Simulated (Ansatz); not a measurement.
The cluster Hg3⁻. The state is a doublet with charge -1. Geometry r2SCAN/def2-TZVPD.

```tsv
atom	x (Å)	y (Å)	z (Å)
Hg1	-0.438	1.715	0.187
Hg2	-1.274	-1.228	-0.191
Hg3	1.712	-0.487	0.005
```

In the def2 sets Hg takes a core potential; there is no spin–orbit coupling. B3LYP takes the VWN-RPA correlation. At PBE/def2-TZVPD, r2SCANh/def2-TZVPD, B3LYP/def2-TZVPD, PBE0/def2-TZVPD and others the highest occupied level of the charge -1 doublet lies above zero (up to 1.41 eV). By energy differences its removal costs 0.34 eV (vertical, to the charge 0 singlet, at PBE/def2-TZVPD); a positive level beside a positive removal energy at the same level points to self-interaction error. The structure comes from a short search, and lower isomers may exist.

Task: Estimate the α-spin orbital energies around the gap (eV) in Ansatz with PBE/def2-TZVPD, r2SCANh/def2-TZVPD, B3LYP/def2-TZVPD, PBE0/def2-TZVPD, CAM-B3LYP/def2-TZVPD.

Result: 
| orbital | PBE/def2-TZVPD | r2SCANh/def2-TZVPD | B3LYP/def2-TZVPD | PBE0/def2-TZVPD | CAM-B3LYP/def2-TZVPD |
| --- | --- | --- | --- | --- | --- |
| HOMO−5 | -5.67 | -6.75 | -7.12 | -7.48 | -8.84 |
| HOMO−4 | -5.48 | -6.56 | -6.93 | -7.28 | -8.62 |
| HOMO−3 | -4.35 | -5.06 | -5.25 | -5.47 | -6.88 |
| HOMO−2 | -2.08 | -2.55 | -2.67 | -2.76 | -3.82 |
| HOMO−1 | -2.08 | -2.55 | -2.67 | -2.76 | -3.82 |
| HOMO | 1.41 | 1.06 | 1.06 | 0.94 | 0.28 |
| LUMO | 1.80 | 2.17 | 2.17 | 2.31 | 3.01 |
| LUMO+1 | 2.17 | 2.54 | 2.54 | 2.69 | 3.39 |
| LUMO+2 | 2.17 | 2.54 | 2.54 | 2.69 | 3.39 |
| LUMO+3 | 2.92 | 3.18 | 3.22 | 3.33 | 3.94 |
| LUMO+4 | 2.92 | 3.18 | 3.22 | 3.33 | 3.94 |
| LUMO+5 | 3.21 | 3.75 | 3.51 | 3.60 | 4.13 |
| β HOMO | -1.96 | -2.42 | -2.57 | -2.61 | -3.69 |
| β LUMO | 1.83 | 2.26 | 2.13 | 2.37 | 2.94 |
